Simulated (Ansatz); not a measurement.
A nudged elastic band was laid between two geometries of H3P + H7NSi2 (14 atoms, charge 0, multiplicity 1).

Theory: RKS PBE/def2-SVP in Ansatz.

```
movable images  : 7
climbing image  : yes
spring          : 5.0 eV/Å²
optimiser       : quadratic models (default)
start path      : through a guess of the saddle point
force threshold : 0.05 eV/Å
iteration limit : 60
end points      : relaxed
```

Initial state:

```xyz
14
Properties=species:S:1:pos:R:3
Si 0.355 -0.105 0.143
Si 0.865 -0.149 2.443
H -0.398 -0.350 3.244
H 1.815 -1.268 2.778
H 1.484 1.157 2.867
H 1.613 -0.029 -0.682
H -0.416 1.173 -0.134
N -0.452 -1.610 -0.260
H -1.225 -1.923 0.332
H -0.664 -1.810 -1.242
P -4.109 0.180 0.737
H -3.009 -0.440 0.037
H -4.347 -1.004 1.527
H -3.227 0.736 1.733
```

Final state:

```xyz
14
Properties=species:S:1:pos:R:3
Si -0.997 0.046 -0.634
Si 0.390 -0.186 3.415
H 0.649 -0.689 4.808
H 0.956 -1.163 2.421
H 1.040 1.155 3.227
H -0.185 0.910 0.294
H -0.745 0.432 -2.066
N -0.430 -1.597 -0.443
H -0.433 -1.994 0.501
H -0.767 -2.296 -1.111
P -3.186 0.611 -0.216
H -3.706 -0.534 -0.923
H -3.206 -0.072 1.055
H -1.093 -0.066 3.197
```

Which bonds break or form, and what moves?

Bonds broken: Si1–Si2, P11–H14. Bonds formed: Si1–P11, Si2–H14. H3P + H7NSi2 becomes H4Si + H6NPSi.

What energy profile does the band end with?

It converged. The highest image is number 3 of 0 to 8, 2.15 eV above the first end and 2.36 eV above the last; the last end lies 0.21 eV below the first. The profile has 2 maxima (images 3, 6) with wells between them (image 5): this band takes more than one step, which may be the mechanism or a detour left from its start path. Neighbouring images differ by up to 2.0 eV, so the band resolves the path poorly. A vibrational analysis at the climbing image gives one clearly imaginary mode, 973i cm⁻¹: a first-order saddle point. The orbitals stay closed-shell, which can raise the energy where a bond breaks towards radicals; this wasn't checked here.

```csv
image,path coordinate (Å),energy (eV),Si1–Si2 (Å),P11–H14 (Å),Si1–P11 (Å)
0,0.00,0.00,2.36,1.44,4.51
1,1.56,0.02,2.36,1.44,4.43
2,3.13,0.21,2.39,1.45,3.72
3,4.69,2.15,2.66,1.99,2.79
4,6.62,0.17,3.62,2.43,2.31
5,8.55,-0.20,4.37,3.07,2.30
6,10.47,-0.16,4.60,3.45,2.28
7,12.40,-0.16,4.59,3.67,2.29
8,14.33,-0.21,4.29,4.06,2.30
```

What is the geometry of the highest image?


```xyz
14
Properties=species:S:1:pos:R:3:forces:R:3
Si -0.483 -0.119 0.219 0.01 -0.01 0.00
Si 0.364 0.159 2.720 0.00 0.00 0.00
H -0.433 0.479 3.959 0.00 0.00 0.00
H 1.090 -1.144 2.906 0.00 0.00 0.00
H 1.335 1.269 2.426 0.00 0.00 0.00
H 1.036 -0.290 0.116 0.00 0.00 0.00
H -0.775 1.322 -0.082 0.00 0.00 0.00
N -0.917 -1.471 -0.755 -0.01 0.00 -0.01
H -1.873 -1.808 -0.878 0.00 0.00 0.00
H -0.193 -2.121 -1.073 0.00 0.00 0.00
P -3.095 -0.088 1.206 -0.01 0.01 0.00
H -3.373 -0.016 -0.209 0.00 0.00 0.00
H -3.226 -1.526 1.232 0.01 0.00 0.00
H -1.172 -0.087 1.738 0.00 -0.01 0.00
```

Time of the run: 5.8 min on 4 threads of Arm Neoverse V1 (shared host), peak memory 0.19 GiB.
